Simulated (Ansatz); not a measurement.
P, charge -1, triplet (a gas-phase anion, which may not be bound at this level). Base run: Ansatz (an electronic-structure program) with MP2/6-311G**.

The Ansatz input:
Ansatz 0.2 input:
```yaml
crystal:
  periodic: [false, false, false]
  atoms:
    - {symbol: P, position_ang: [0.00000000, 0.00000000, 0.00000000]}
basis:
  gaussian:
    orbitals: 6-311G__.json
total_charge: -1
magnetization: {spin_polarized: true, initial_magnetization: 2}
correlation: {method: mp2}
```
The basis file holds 6-311G** in the JSON format of the Basis Set Exchange.

Each row names what was changed in the base input (with any setting that the change needs).

```tsv
change	basis functions	E (Eh)	MP2 correlation (Eh)
base	27	-340.76485	-0.07272
basis = 6-31G	13	(withheld)	(withheld)
basis = 3-21G	13	-338.97754	-0.02122
basis = 6-31G*	(withheld)	(withheld)	(withheld)
basis = cc-pV(D+d)Z	(withheld)	(withheld)	(withheld)
basis = def2-SVPD	24	-340.63363	-0.08372
basis = aug-cc-pVDZ	27	-340.78664	-0.09013
basis = 6-311++G**	31	-340.76835	-0.07422
basis = pcseg-2	34	-340.78014	-0.09168
basis = cc-pV(T+d)Z	39	-340.79728	-0.10730
basis = def2-TZVPD	43	-340.79466	-0.10719
basis = cc-pVQZ	59	-340.81804	-0.11771
basis = def2-QZVPP	(withheld)	(withheld)	(withheld)
```

Some entries are withheld; supply them.


- basis = 6-31G, E (Eh): -340.67575
- basis = 6-31G, MP2 correlation (Eh): -0.02146
- basis = 6-31G*, basis functions: 19
- basis = 6-31G*, E (Eh): -340.72375
- basis = 6-31G*, MP2 correlation (Eh): -0.06609
- basis = cc-pV(D+d)Z, basis functions: 23
- basis = cc-pV(D+d)Z, E (Eh): -340.74564
- basis = cc-pV(D+d)Z, MP2 correlation (Eh): -0.07727
- basis = def2-QZVPP, basis functions: 70
- basis = def2-QZVPP, E (Eh): -340.82087
- basis = def2-QZVPP, MP2 correlation (Eh): -0.11883

Totals compare only among sets that treat the same electrons; sets with core potentials leave the core out.

A gas-phase anion may not be bound at this level; its values then depend on the basis.
